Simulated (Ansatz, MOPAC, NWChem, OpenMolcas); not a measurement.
**GaHClO (SMILES [O][GaH][Cl]): methods side by side**

GaHClO, doublet, SMILES `[O][GaH][Cl]`. Each level relaxes the structure for itself.

Each level gives the zero-point energy at each level's own minimum (kJ/mol). The values are calculated.

| level | kind | program | value (kJ/mol) |
| --- | --- | --- | --- |
| PM6 | semi-empirical | MOPAC | 28.8 |
| PM6-D3 | semi-empirical | MOPAC | 28.8 |
| PM6-D3H4X | semi-empirical | MOPAC | 28.9 |
| PM6-DH+ | semi-empirical | MOPAC | 28.8 |
| UHF/3-21G | Hartree–Fock | OpenMolcas | 27.3 |
| UHF/6-31G* (spherical functions) | Hartree–Fock | NWChem | 27.2 |
| UHF/6-31G* (Cartesian functions) | Hartree–Fock | OpenMolcas | 27.3 |
| UPBE-D3(BJ)/def2-SVP | GGA | NWChem | 24.6 |
| UPBE0-D4/def2-TZVP | global hybrid | Ansatz | 25.9 |

All-electron rows without a relativistic Hamiltonian named are non-relativistic. Harmonic and unscaled. The values span 24.6 to 28.9 kJ/mol.
